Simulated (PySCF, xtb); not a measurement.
C₂H₇NOSi, SMILES C(O)/C=N/[SiH3].

xtb with GFN2-xTB at its own geometry gives an orbital gap of 2.93 eV and a dipole moment of 1.27 D.

Geometry optimised at PBE-D3(BJ)/def2-SVP. The structure was generated by enumeration; whether it is a known compound was not checked. Other conformers were not sampled.

What does PySCF with CAM-B3LYP/def2-TZVP give? (Estimate from the structure and the level; the computed values follow.)

gap 8.77 eV (levels -8.67 and 0.10 eV), dipole 0.80 D.
